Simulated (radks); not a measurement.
Excited configurations of the calcium ion Ca+: one electron is placed in a higher orbital outside [Ar]. The ground configuration is [Ar] 4s1. Method: scalar-relativistic Kohn-Sham, PBEsol, spin-unpolarised, spherical densities, finite nucleus; Fermi nuclear charge, rms radius 3.4776 fm; computed with a radial shooting solver on a logarithmic mesh with Libxc functionals. Excitation = E - E(ground); binding = E(ion) - E, where the ion is the core of charge +2; n* = 2/sqrt(2 binding) in atomic units, and the quantum defect is n - n*.

| outer orbital | excitation (eV) | binding (eV) | n* | quantum defect | <r> (bohr) |
|---|---|---|---|---|---|
| 3d | 1.321 | 10.360 | 2.292 | 0.708 | 2.357 |
| 4d | 6.552 | 5.130 | 3.257 | 0.743 | 6.638 |
| 5d | 8.569 | 3.113 | 4.181 | 0.819 | 12.06 |
| 5f | 9.379 | 2.302 | 4.862 | 0.138 | 15.21 |
| 6p | 8.851 | 2.831 | 4.385 | 1.615 | 14.48 |
| 7s | 9.500 | 2.181 | 4.995 | 2.005 | 19.42 |
| 7p | 9.758 | 1.924 | 5.319 | 1.681 | 21.64 |

The Delta-SCF ionisation energy is 11.682 eV (NIST Atomic Spectra Database: 11.872 eV, measured). Self-interaction in the functional shifts the binding energies and quantum defects, so they are the method's values and not measured ones. Spin polarisation and multiplet splitting are left out, so open shells lie too high by an amount that depends on their filling.

Beside tabulated values, note that spin-unpolarised runs miss the spin-polarisation part of the exchange energy of open shells.
